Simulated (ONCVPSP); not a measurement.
# An all-electron radial function and its pseudo partner (manganese)

Columns: radius, all-electron u(r) and pseudo u(r) of the 3d shell (level -8.69 eV) of manganese in the configuration [Ne] 3s2 3p6 3d5 4s1.75; PBEsol, scalar-relativistic, ONCV scheme, ONCVPSP 4.0.1.

```
r (bohr)  all-electron  pseudo
   0.065        0.0210  0.0042
   0.130        0.1052  0.0316
   0.195        0.2333  0.0978
   0.260        0.3753  0.2070
   0.325        0.5102  0.3512
   0.390        0.6267  0.5124
   0.455        0.7207  0.6679
   0.520        0.7920  0.7975
   0.585        0.8416  0.8883
   0.650        0.8723  0.9379
   0.715        0.8874  0.9516
   0.780        0.8897  0.9390
   0.845        0.8823  0.9115
   0.910        0.8675  0.8797
   0.975        0.8473  0.8501
   1.040        0.8232  0.8234
   1.105        0.7965  0.7965
   1.170        0.7682  0.7681
   1.235        0.7389  0.7389
   1.300        0.7093  0.7092
   1.365        0.6797  0.6796
   1.430        0.6504  0.6504
   1.495        0.6218  0.6218
   1.560        0.5940  0.5939
   1.625        0.5670  0.5669
   1.690        0.5409  0.5409
```

Task: How many radial nodes do the two functions have?

Result: The all-electron 3d function has n − l − 1 = 0; the pseudo-wave has 0.

Task: At about which radius was the pseudo-wave matched?

Result: 1.10 bohr, where the columns begin to agree (steps of 0.07 bohr).

Task: Is the pseudo-wave norm-conserving?

Result: Yes: the ONCV scheme keeps the norm inside the radius equal to the all-electron one, which fixes the energy derivative of the logarithmic derivative at the level.
